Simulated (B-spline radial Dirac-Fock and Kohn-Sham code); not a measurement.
Photoionisation of krypton ions at Ag Lα (2984.4 eV)

Model: independent-particle photoionisation in a Dirac-Hartree-Slater potential with a Latter tail, all multipoles, thresholds from Dirac-Fock ΔSCF. Program: a B-spline atomic structure program. Cross sections in kb; a dash marks an empty subshell or a threshold above the photon energy.

```csv
ion,configuration,total,2s,2p3/2,3s,3p1/2,4p3/2
Kr,[Ar] 3d10 4s2 4p6,185.7,34.3,81.0,6.25,5.13,0.822
Kr⁴⁺,[Ar] 3d10 4s2 4p2,185.5,34.4,81.1,6.27,5.14,0.417
Kr⁵⁺,[Ar] 3d10 4s2 4p1,185.4,34.4,81.1,6.28,5.15,0.229
Kr⁶⁺,[Ar] 3d10 4s2,185.3,34.4,81.2,6.28,5.16,–
```

Values without a named source are computed, but for edge energies of neutral atoms, which are taken from tables.
